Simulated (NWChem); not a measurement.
Total energies of H3B

```
B
H 1 1.2044
H 1 1.2044 2 120.00
H 1 1.2044 2 120.00 3 180.00
```
Charge 0, spin multiplicity 1.

All runs are NWChem calculations. Structure: optimised with B3LYP/def2-SVP, a minimum by its harmonic frequencies.

Basis set: def2-SVP (29 functions).

| method | total energy (Ha) |
|---|---|
| RHF | -26.37041 |
| MP2 | -26.46284 |
| B2PLYP | -26.54180 |
| PBE | -26.51991 |
| B3LYP | -26.58989 |
| BP86 | -26.57358 |
| CCSD(T) | -26.48759 |

Total energies of different functionals aren't comparable as a measure of quality: only differences taken within one method are. 

The correlated methods keep 1 core orbital frozen. B3LYP has NWChem's definition, with VWN1-RPA local correlation. The structure started from a generated list of species. No row is a measurement; the coupled-cluster row has its own basis-set and correlation limits.
